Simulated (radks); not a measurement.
Task: The mean radii <r> (bohr) of the occupied orbitals of an atom or ion are listed with their occupations. All-electron calculation, non-relativistic Kohn-Sham, PBE, spin-polarised, spherical densities, point nucleus. Program: a radial shooting solver on a logarithmic mesh with Libxc functionals.

orbital  occ.      <r>
1s up       1  0.02333
1s down     1  0.02333
2s up       1  0.09925
2s down     1  0.09925
2p up       3  0.08415
2p down     3  0.08415
3s up       1   0.2558
3s down     1   0.2557
3p up       3   0.2456
3p down     3   0.2454
3d up       5   0.2177
3d down     5   0.2175
4s up       1   0.5771
4s down     1   0.5773
4p up       3   0.5905
4p down     3   0.5907
4d up       5   0.6247
4d down     5   0.6256
5s up       1    1.418
5s down     1    1.436
5p up       3    1.606
5p down     3    1.629
4f up       7   0.8391
4f down     2   0.8774
6s up       1    3.976
5f up       1    16.06

Name the element and its charge. Open shells, if any, are filled with parallel spins first.

Result: Z = 65, terbium, charge 0: Tb in [Xe] 4f9 6s1 5f1. The 1s radius gives Z: for a bare nucleus <r> = 1.5/Z, 0.02308 bohr for Z = 65, and screening makes it slightly larger (0.02333 here). The occupations add up to 65, and the charge is Z minus that.
